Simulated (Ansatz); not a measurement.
Gas-phase electronic energies from Ansatz, PBE0-D4/def2-TZVP geometries. CCSD(T)/CBS is the MP2 limit (def2-TZVPP, def2-QZVPP) plus CCSD(T) − MP2 in def2-TZVPP, frozen cores. This one scheme is used for every species. Functionals use def2-TZVPP. B3LYP here is the variant with VWN-RPA as its local correlation; programs differ in this. Each species was taken in one conformer, which may not be the lowest.

Consider the hydrogenolysis of the Si–C bond: `NC[SiH2][NH][AlH2]` + H₂ → `[AlH2][NH][SiH3]` + CH₃NH₂.

```
             level  ΔE (kJ/mol)  difference from CCSD(T)/CBS
         r2SCAN-D4        -26.7                          1.5
           PBE0-D4        -28.9                         -0.7
          B3LYP-D4        -30.2                         -2.0
           ωB97X-V        -30.9                         -2.7
           ωB97M-V        -27.8                          0.4
               PBE        -32.0                         -3.8
            r2SCAN        -29.0                         -0.8
              PBE0        -35.5                         -7.3
     HF/def2-TZVPP        -57.5                        -29.3
SCS-MP2/def2-TZVPP        -33.1                         -4.9
   CCSD/def2-TZVPP        -36.0                         -7.8
CCSD(T)/def2-TZVPP        -30.9                         -2.7
     HF/def2-QZVPP        -57.5                        -29.3
SCS-MP2/def2-QZVPP        -31.6                         -3.4
     MP2/CBS(def2)        -23.1                          5.1
    CCSD/CBS(def2)        -33.3                         -5.1
       CCSD(T)/CBS        -28.2                            0
```

Largest T1 diagnostic among the species: 0.011.

From PBE to PBE0 (25 % exact exchange), in def2-TZVPP and without D4, ΔE moves by −3.5 kJ/mol. The D4 term adds +11.7 kJ/mol with B3LYP and +6.6 kJ/mol with PBE0; it sums over pairs of atoms, weighted by their polarisabilities, and B3LYP, whose exchange is more repulsive, gets the larger term.
